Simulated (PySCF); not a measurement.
C₅H₅Cl, SMILES C(=CC=C)=CCl. Geometry: PBE-D3(BJ)/def2-SVP. The structure was generated by enumeration, and PubChem lists no compound with its InChIKey, so it may never have been made. The values are those of a single conformer.

All values below come from PBE-D3(BJ)/def2-SVP run with PySCF.

Harmonic wavenumbers (cm⁻¹): 80, 123, 196, 261, 369, 460, 560, 631, 736, 749, 865, 896, 897, 995, 1077, 1155, 1192, 1254, 1321, 1410, 1639, 1990, 3040, 3077, 3101, 3110, 3182. Rotational constants (GHz): 13.68, 0.9453, 0.9197; symmetry number 1.

Problem. Work out the zero-point energy and the ideal-gas rigid-rotor harmonic-oscillator thermochemistry at 298.15 K and 1 atm.

Solution. ZPE = ½ Σ hcν = ½ × 34365 cm⁻¹ = 205.55 kJ/mol. H − E(el) = 225.78 kJ/mol. Entropy in J/(mol K): translation 166.25, rotation 115.87, vibration 62.12, total 344.24. G − E(el) = 123.14 kJ/mol. Cp = 104.81 J/(mol K). Modes under 150 cm⁻¹ make the vibrational entropy uncertain.
